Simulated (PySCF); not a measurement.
Compound: C3H9NSSi.
Structure used (GFN2-xTB), in Å, numbered top down from 1:
```xyz
15
C3H9NSSi angstrom
S      2.7615    0.9773    1.0048
Si     1.0830    0.5912   -0.2964
C      0.3396   -1.1512   -0.2655
C     -1.1490   -0.8383   -0.3972
C     -1.4558    0.3859    0.4616
N     -0.3450    1.3025    0.3011
H      3.6344    0.2703    0.3074
H      1.4624    1.0683   -1.6290
H      0.6700   -1.8118   -1.0629
H      0.5338   -1.6557    0.6814
H     -1.7748   -1.6824   -0.1048
H     -1.3648   -0.5954   -1.4387
H     -2.3882    0.8638    0.1430
H     -1.5680    0.0922    1.5138
H     -0.4434    2.1910    0.7595
```

Computed at PBE0/pcSseg-1 (PySCF, non-relativistic), with Q(33S) = −0.0678 b, Q(14N) = 0.02044 b: S1, 33S (I = 3/2): χzz = 33.27 MHz, η = 0.808; N6, 14N (I = 1): χzz = -5.129 MHz, η = 0.340.

(1) Find the zero-field quadrupole resonance frequencies of 33S at S1.

(2) Find the zero-field quadrupole resonance frequencies of 14N at N6.

## Answers

(1) From ν = (|χ|/2)√(1 + η²/3): ν = 18.35 MHz (sulfur bonded to Si and H).

(2) From ν± = (3/4)|χ|(1 ± η/3) and ν0 = |χ|η/2: ν+ 4.283 MHz, ν− 3.411 MHz, ν0 0.872 MHz (silicon-bound nitrogen).

In a crystal, neighbours and librations shift these lines. The structure is a single GFN2-xTB conformer in the gas phase; no vibrational or solvent corrections. GFN2-xTB bond lengths can be off by several hundredths of an ångström, more for odd bonds, and the gradients follow them. A larger basis could move these couplings by a tenth or more.

The run behind these numbers computed NMR shieldings as well. Time: 21 s of wall time; peak memory 0.74 GiB. Hardware: Arm Neoverse V1, one thread, no GPU (shared host).
